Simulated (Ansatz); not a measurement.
Consider the formal exchange of groups at the Si–B bond: `C[SiH2][B](C)[AlH2]` + `S=CS` → `C[SiH2]C(=S)S` + `C[BH][AlH2]`.

Isolated molecules relaxed with PBE0-D4/def2-TZVP in Ansatz; ΔE leaves out vibrations. CBS: MP2 limit from def2 TZ/QZ plus the TZ coupled-cluster correction, frozen cores. DFT in def2-TZVPP. Each species was taken in one conformer, which may not be the lowest.

`C[SiH2][B](C)[AlH2]`:

Cartesian coordinates in Å:
```
C 0.115 2.205 -0.876
Si 0.834 0.955 0.332
B -0.041 -0.869 0.324
C 0.154 -1.751 1.598
Al -1.190 -1.365 -1.387
H 0.654 3.154 -0.833
H -0.935 2.407 -0.653
H 0.178 1.837 -1.904
H 0.854 1.548 1.705
H 2.262 0.689 -0.039
H 1.029 -1.517 2.211
H 0.075 -2.832 1.468
H -0.719 -1.458 2.211
H -2.757 -1.062 -1.441
H -0.513 -1.939 -2.714
```

`S=CS`:

Cartesian coordinates in Å:
```
S 1.485 0.810 0.376
C 0.067 0.055 0.534
S -0.977 -0.548 -0.693
H -0.367 -0.142 1.517
H -0.209 -0.174 -1.734
```

`C[SiH2]C(=S)S`:

```xyz
11

C    -1.576    0.837    0.077
Si    0.226    0.656    0.500
C     0.872   -1.002   -0.170
S     0.045   -2.359    0.181
S     2.316   -0.905   -1.096
H    -1.717    0.880   -1.005
H    -1.981    1.753    0.515
H    -2.135   -0.015    0.467
H     0.457    0.628    1.967
H     1.040    1.753   -0.093
H     2.455   -2.226   -1.343
```

`C[BH][AlH2]`:

Z-matrix (Å, degrees):
```
C
B 1 1.558
H 1 1.094 2 114.3
H 1 1.091 2 117.4 3 130.8
H 1 1.106 2 102.6 3 -113.0
Al 2 2.128 1 127.0 3 -149.9
H 2 1.207 1 115.2 3 34.1
H 6 1.597 2 121.8 1 -85.9
H 6 1.596 2 121.4 1 95.4
```

CCSD(T)/CBS gives -22.9 kJ/mol.

Problem. Another level gave -9.7 kJ/mol. Which?
A. r2SCAN-D4/def2-TZVPP
B. ωB97M-V/def2-TZVPP
C. PBE/def2-TZVPP
D. MP2/def2-TZVPP

Solution. C. PBE -9.7, r2SCAN-D4 -16.9, ωB97M-V -22.9, MP2/def2-TZVPP -29.6 kJ/mol.

Largest T1 diagnostic among the species: 0.018.
